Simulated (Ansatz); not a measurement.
Compare A (`BC[SiH](O)F`) with its isomer B (`OC([SiH3])BF`).

Gas-phase electronic energies from Ansatz, PBE0-D4/def2-TZVP geometries. CCSD(T)/CBS is the MP2 limit (def2-TZVPP, def2-QZVPP) plus CCSD(T) − MP2 in def2-TZVPP, frozen cores. Functionals use def2-TZVPP. B3LYP here is the variant with VWN-RPA as its local correlation; programs differ in this. Each species was taken in one conformer, which may not be the lowest.

(1) Which is lower in electronic energy at CCSD(T)/CBS, and by how much? (Estimate.)

(2) Give E(B) − E(A) in kcal/mol with B2PLYP, r2SCAN-D4, CCSD(T)/def2-TZVPP, MP2/def2-TZVPP, PBE0-D4, B3LYP, HF/def2-TZVPP. (Estimate.)

Largest T1 diagnostic: 0.013.

## Answers

(1) Ansatz gave: A, by 55.4 kcal/mol.

(2) The calculation gave: B2PLYP 54.1, r2SCAN-D4 53.3, CCSD(T)/def2-TZVPP 53.7, MP2/def2-TZVPP 56.9, PBE0-D4 50.7, B3LYP 52.0, HF/def2-TZVPP 56.9. None reverses the order clearly.

From PBE to PBE0 (25 % exact exchange), in def2-TZVPP and without D4, E(B) − E(A) moves by +3.0 kcal/mol.
